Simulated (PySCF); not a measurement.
H₇B₃N₃ (SMILES B1NB[NH2+]BN1), charge +1, singlet, geometry from GFN2-xTB; PySCF with SVWN5/6-31G.

PySCF was given this input:
```python
from pyscf import gto, scf, dft

mol = gto.M(
    atom='''
B     0.86251219   -1.19327684    0.20470020
N     1.39506126    0.13710217    0.26582380
B     0.66986180    1.29721651    0.08876115
N    -0.82466883    1.14092094   -0.19571883
B    -1.41304089   -0.26903579   -0.26514000
N    -0.54097915   -1.31871608   -0.06312431
H     1.53770716   -2.12740221    0.36494437
H     2.38574493    0.21228932    0.45529505
H     1.11296446    2.37378670    0.14057704
H    -1.03809559    1.62294398   -1.07286357
H    -1.34412975    1.67284054    0.50748952
H    -2.55236918   -0.38238491   -0.48219127
H    -0.90438046   -2.26174200   -0.10372250
''',
    basis='6-31g',
    charge=1,
    verbose=4,
)

mf = dft.RKS(mol)
mf.xc = 'lda,vwn'
mf.kernel()
mf.analyze()
```

Q: What does PySCF print? Leave out banner, timings and long lists.

A: 
```
PySCF version 2.14.0

[INPUT] verbose = 4
[INPUT] num. atoms = 13
[INPUT] num. electrons = 42
[INPUT] charge = 1
[INPUT] spin (= nelec alpha-beta = 2S) = 0
[INPUT] symmetry False subgroup None
[INPUT] Mole.unit = angstrom
[INPUT] Symbol           X                Y                Z      unit          X                Y                Z       unit  Magmom
[...]
nuclear repulsion = 206.997564516937
number of shells = 44
number of NR pGTOs = 160
number of NR cGTOs = 68
basis = 6-31g
ecp = {}

******** <class 'pyscf.dft.rks.RKS'> ********
method = RKS
initial guess = minao
damping factor = 0
level_shift factor = 0
DIIS = <class 'pyscf.scf.diis.CDIIS'>
diis_start_cycle = 1
diis_space = 8
diis_damp = 0
SCF conv_tol = 1e-09
SCF conv_tol_grad = None
SCF max_cycles = 50
direct_scf = True
direct_scf_tol = 1e-13
XC library pyscf.dft.libxc version 7.1.2
    S. Lehtola, C. Steigemann, M. J. T. Oliveira, and M. A. L. Marques,  SoftwareX 7, 1–5 (2018)
XC functionals = lda,vwn
    P. A. M. Dirac,  Math. Proc. Cambridge Philos. Soc. 26, 376 (1930)
    F. Bloch,  Z. Phys. 57, 545 (1929)
    S. H. Vosko, L. Wilk, and M. Nusair,  Can. J. Phys. 58, 1200 (1980)
radial grids:
    Treutler-Ahlrichs [JCP 102, 346 (1995); DOI:10.1063/1.469408] (M4) radial grids

becke partition: Becke, JCP 88, 2547 (1988); DOI:10.1063/1.454033
pruning grids: <function nwchem_prune>
grids dens level: 3
symmetrized grids: False
atomic radii adjust function: <function treutler_atomic_radii_adjust>
small_rho_cutoff = 0
Set gradient conv threshold to 3.16228e-05
Initial guess from minao.
tot grids = 152504
init E= -241.542297179489
[...]
cycle= 1 E= -240.641530402131  delta_E= 0.901  |g|= 0.516  |ddm|= 3.48
[...]
cycle= 2 E= -240.449527118681  delta_E= 0.192  |g|= 1.02  |ddm|= 1.22
[...]
cycle= 3 E= -240.700675701666  delta_E= -0.251  |g|= 0.13  |ddm|= 0.887
[...]
cycle= 4 E= -240.705197623501  delta_E= -0.00452  |g|= 0.0476  |ddm|= 0.157
[...]
cycle= 5 E= -240.705726201691  delta_E= -0.000529  |g|= 0.00972  |ddm|= 0.0483
[...]
cycle= 6 E= -240.705748024594  delta_E= -2.18e-05  |g|= 0.00295  |ddm|= 0.0115
[...]
cycle= 7 E= -240.705750374828  delta_E= -2.35e-06  |g|= 0.000752  |ddm|= 0.00368
[...]
cycle= 8 E= -240.705750582506  delta_E= -2.08e-07  |g|= 0.000125  |ddm|= 0.000976
[...]
cycle= 9 E= -240.705750587025  delta_E= -4.52e-09  |g|= 1.05e-05  |ddm|= 0.000143
[...]
cycle= 10 E= -240.705750587057  delta_E= -3.18e-11  |g|= 1.22e-06  |ddm|= 1.5e-05
[...]
Extra cycle  E= -240.705750587056  delta_E= 3.98e-13  |g|= 1.6e-06  |ddm|= 4.32e-06
converged SCF energy = -240.705750587056
**** SCF Summaries ****
Total Energy =                        -240.705750587056343
Nuclear Repulsion Energy =             206.997564516937359
One-electron Energy =                 -728.053953312308408
Two-electron Energy =                  280.350638208314706
Two-electron Coulomb Energy =          313.552746591266043
DFT Exchange-Correlation Energy =      -33.202108382951323
HOMO-LUMO gap [eV] =                     5.412031634812820
**** MO energy ****
[...]
 ** Mulliken pop on meta-lowdin orthogonal AOs  **
 ** Mulliken pop  **
 ** Mulliken atomic charges  **
charge of    0B =      0.07466
charge of    1N =     -0.21051
charge of    2B =      0.07171
charge of    3N =     -0.22862
charge of    4B =      0.07172
charge of    5N =     -0.21051
charge of    6H =      0.07157
charge of    7H =      0.28902
charge of    8H =      0.07654
charge of    9H =      0.31443
charge of   10H =      0.31443
charge of   11H =      0.07654
charge of   12H =      0.28902

WARN: System has nonzero charge 1; the dipole moment is origin-dependent.
Location of origin: [0. 0. 0.]

Dipole moment(X, Y, Z, Debye): -1.52737,  2.11310, -0.36249
```
